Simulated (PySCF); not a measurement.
# Radial density of Er⁶⁰⁺ (erbium, charge +60)

UHF, [He] 2s2 2p4, high-spin 3P determinant. All numbers are calculated (PySCF 2.14, the non-relativistic Hamiltonian (point nucleus), in an even-tempered Gaussian basis (17 s from 35 bohr⁻², ratio 2.2; 10 p from 46 bohr⁻², ratio 2.2; 6 d from 180 bohr⁻², ratio 2.4; 5 f from 280 bohr⁻², ratio 2.4; 4 g from 410 bohr⁻², ratio 2.4)).

```json
{"r (bohr)": "0.000395", "4πr²ρ (e/bohr)": "0.4085", "4πr²(ρα − ρβ)": "0.0000"}
{"r (bohr)": "0.000664", "4πr²ρ (e/bohr)": "1.114", "4πr²(ρα − ρβ)": "0.0000"}
{"r (bohr)": "0.00112", "4πr²ρ (e/bohr)": "2.964", "4πr²(ρα − ρβ)": "0.0001"}
{"r (bohr)": "0.00188", "4πr²ρ (e/bohr)": "7.562", "4πr²(ρα − ρβ)": "0.0011"}
{"r (bohr)": "0.00316", "4πr²ρ (e/bohr)": "17.97", "4πr²(ρα − ρβ)": "0.0082"}
{"r (bohr)": "0.00531", "4πr²ρ (e/bohr)": "37.93", "4πr²(ρα − ρβ)": "0.0569"}
{"r (bohr)": "0.00894", "4πr²ρ (e/bohr)": "65.67", "4πr²(ρα − ρβ)": "0.3570"}
{"r (bohr)": "0.0150", "4πr²ρ (e/bohr)": "82.44", "4πr²(ρα − ρβ)": "1.9006"}
{"r (bohr)": "0.0253", "4πr²ρ (e/bohr)": "67.74", "4πr²(ρα − ρβ)": "7.6939"}
{"r (bohr)": "0.0425", "4πr²ρ (e/bohr)": "59.09", "4πr²(ρα − ρβ)": "19.8044"}
{"r (bohr)": "0.0716", "4πr²ρ (e/bohr)": "72.49", "4πr²(ρα − ρβ)": "23.9931"}
{"r (bohr)": "0.120", "4πr²ρ (e/bohr)": "29.78", "4πr²(ρα − ρβ)": "8.2336"}
{"r (bohr)": "0.202", "4πr²ρ (e/bohr)": "1.392", "4πr²(ρα − ρβ)": "0.3405"}
{"r (bohr)": "0.340", "4πr²ρ (e/bohr)": "0.002239", "4πr²(ρα − ρβ)": "0.0005"}
```

A non-relativistic calculation at this Z misses sizeable relativistic shifts. Spin-orbit coupling is strong in this species (close to jj coupling), so the high-spin LS determinant is a model state, not a physical level.
